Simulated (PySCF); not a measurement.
PySCF job for SnH₂FBr, SMILES [F][SnH2][Br], PBE-D3(BJ)/def2-SVP. Geometry optimised at PBE-D3(BJ)/def2-SVP. The def2 effective core potentials stand for the cores of Sn; spin–orbit coupling is left out.

```python
import numpy as np
from pyscf import gto, scf, dft, df
from pyscf.hessian import thermo

mol = gto.M(
    atom='''
    Sn   -0.30377622    0.80955307   -0.00000000
    F     1.45314079    1.67116839   -0.00000000
    Br    0.11992678   -1.65749717    0.00000000
    H    -1.04344668    1.24711593   -1.49112382
    H    -1.04344668    1.24711594    1.49112382
    ''',
    basis='def2-SVP',
    ecp={'Sn': 'def2-svp'},
    charge=0,
    spin=0,
    max_memory=1600,
    verbose=3,
)
mf = dft.RKS(mol, xc='pbe').density_fit(auxbasis='def2-universal-jkfit')
mf.disp = 'd3bj'
mf.grids.level = 3
mf.conv_tol = 1e-11
mf.max_cycle = 100
mf.kernel()

# analytic Hessian; the response equations are solved on a coarser grid
h, args, fine = mf.Hessian(), (mf.mo_energy, mf.mo_coeff, mf.mo_occ), mf.grids
h.max_memory = max(150, 2.5e-5 * df.make_auxmol(mol, mf.with_df.auxbasis).nao * mol.nelec[0] * (mol.nelec[0] + mol.nao))  # MB; small integral blocks
h1ao = h.make_h1(mf.mo_coeff, mf.mo_occ)
mf.grids = dft.Grids(mol).set(level=1).build(with_non0tab=True)
mo1, mo_e1 = h.solve_mo1(*args, h1ao)
mf.grids = fine
hess = h.hess_elec(*args, mo1, mo_e1, h1ao) + h.hess_nuc()
if mf.do_disp():
    hess += h.get_dispersion()
for i in range(mol.natm):  # the analytic DFT Hessian lacks the response of the grid: restore translational invariance
    hess[i, i] -= hess[i].sum(axis=0)
hess = (hess + hess.transpose(1, 0, 3, 2)) / 2
vib = thermo.harmonic_analysis(mol, hess, imaginary_freq=False)
thermo.dump_normal_mode(mol, vib)
th = thermo.thermo(mf, vib['freq_au'][vib['freq_au'] > 0], 298.15, 101325)
thermo.dump_thermo(mol, th)
g0 = mf.nuc_grad_method().set(verbose=0).kernel()

# dipole derivatives [dipole axis, atom, xyz] from the same response
r, irp = mol.intor('int1e_r'), mol.intor('int1e_irp').reshape(3, 3, mol.nao, mol.nao)
sl, dm0, ok = mol.aoslice_by_atom(), np.array(mf.make_rdm1()), []
dmu = np.einsum('a,xt->xat', mol.atom_charges(), np.eye(3))
for a, (_, _, p0, p1) in enumerate(sl):
    dmu[:, a] += 2 * np.einsum('xtij,ij->xt', irp[:, :, :, p0:p1], dm0.reshape(-1, mol.nao, mol.nao).sum(0)[:, p0:p1])
    for u, c, occ, f in [(mo1, mf.mo_coeff, mf.mo_occ, 4)]:
        dmu[:, a] -= f * np.einsum('tui,xuv,vi->xt', u[a], r, c[:, occ > 0], optimize=True)
L = vib['norm_mode']
ir = 974.8801 * (np.einsum('xat,kat->kx', dmu, L) ** 2).sum(1)       # km/mol
apt = np.einsum('xax->a', dmu) / 3
print('mode   freq/cm-1   IR/(km/mol)')
for k, w in enumerate(vib['freq_wavenumber']):
    print(f'{k + 1:4d} {w:11.2f} {ir[k]:13.3f}')
print('max |gradient| / (hartree/bohr):', abs(g0).max())
print('APT charges:', apt.round(4))
```

Log of the run:

```
converged SCF energy = -2888.66994892279

WARN: DFTD3 does not support analytical Hessian, using finite difference


WARN: Mole.unit (angstrom) is changed to Bohr

Mode                                 0                   1                   2
Irrep
Freq [cm^-1]                      127.3628            256.8344            402.0693
Reduced mass [au]                  21.5857             66.3165              1.0946
Force const [Dyne/A]                0.2063              2.5774              0.1043
Char temp [K]                     183.2467            369.5275            578.4882
Normal mode                   x     y     z       x     y     z       x     y     z
       0  Sn                 0.03 -0.01  0.00   -0.01  0.06 -0.00    0.00  0.00  0.02
       1   F                -0.06  0.18 -0.00    0.02 -0.01  0.00   -0.00 -0.00 -0.04
       2  Br                -0.03 -0.03 -0.00    0.02 -0.08  0.00    0.00 -0.00 -0.01
       3   H                 0.01 -0.05 -0.00   -0.00  0.04 -0.01    0.40 -0.45 -0.31
       4   H                 0.01 -0.05  0.00   -0.00  0.04  0.01   -0.40  0.45 -0.31
Mode                                 3                   4                   5
Irrep
Freq [cm^-1]                      490.7861            609.1083            623.5318
Reduced mass [au]                   1.0583             11.2479              1.0351
Force const [Dyne/A]                0.1502              2.4587              0.2371
Char temp [K]                     706.1320            876.3713            897.1235
Normal mode                   x     y     z       x     y     z       x     y     z
       0  Sn                 0.00 -0.00  0.01    0.03  0.02 -0.00    0.00 -0.01 -0.00
       1   F                -0.00 -0.00 -0.05   -0.18 -0.09  0.00   -0.03  0.01  0.00
       2  Br                 0.00 -0.00  0.00   -0.00  0.00  0.00    0.00 -0.00  0.00
       3   H                 0.46  0.51 -0.07   -0.13 -0.06  0.05   -0.00  0.67  0.18
       4   H                -0.46 -0.51 -0.07   -0.13 -0.06 -0.05   -0.00  0.67 -0.18
Mode                                 6                   7                   8
Irrep
Freq [cm^-1]                      637.7593           1866.9174           1896.9864
Reduced mass [au]                   1.0648              1.0116              1.0205
Force const [Dyne/A]                0.2552              2.0774              2.1636
Char temp [K]                     917.5936           2686.0785           2729.3411
Normal mode                   x     y     z       x     y     z       x     y     z
       0  Sn                -0.00  0.00  0.00   -0.00  0.00 -0.00    0.00 -0.00 -0.01
       1   F                -0.05 -0.02 -0.00   -0.00 -0.00  0.00   -0.00 -0.00 -0.00
       2  Br                 0.00  0.00 -0.00   -0.00  0.00  0.00   -0.00  0.00 -0.00
       3   H                 0.62  0.06 -0.27    0.28 -0.17  0.62    0.30 -0.18  0.60
       4   H                 0.62  0.06  0.27    0.28 -0.17 -0.62   -0.30  0.18  0.60
temperature 298.1500 [K]
pressure 101325.00 [Pa]
Rotational constants [GHz] 8.58233 1.41173 1.23896
Symmetry number 1
Zero-point energy (ZPE) 0.01575 [Eh]   41339.088 [J/mol]
                           tot       elec      trans        rot        vib
Entropy [J/mol/K]       322.458      0.000    175.992    114.901     31.565
Cv [J/mol/K]             64.266      0.000     12.472     12.472     39.322
Cp [J/mol/K]             72.580      0.000     20.786     12.472     39.322
Internal energy [J/mol]                      3718.434   3718.434  46967.203
Internal energy [Eh]   -2888.64923  -2888.66995
Enthalpy [J/mol]                             6197.391   3718.434  46967.203
Enthalpy [Eh]          -2888.64828
Gibbs free energy [J/mol]                  -46274.740 -30539.329  37556.212
Gibbs free energy [Eh] -2888.68490
mode   freq/cm-1   IR/(km/mol)
   1      127.36         6.524
   2      256.83        26.640
   3      402.07        26.341
   4      490.79         8.054
   5      609.11        75.870
   6      623.53       157.642
   7      637.76        42.095
   8     1866.92        57.734
   9     1896.99       130.564
max |gradient| / (hartree/bohr): 0.0002541844545108977
APT charges: [ 1.5521 -0.5773 -0.4603 -0.2573 -0.2573]
```

The run converged.

Cost: around 50 core-seconds (rough).
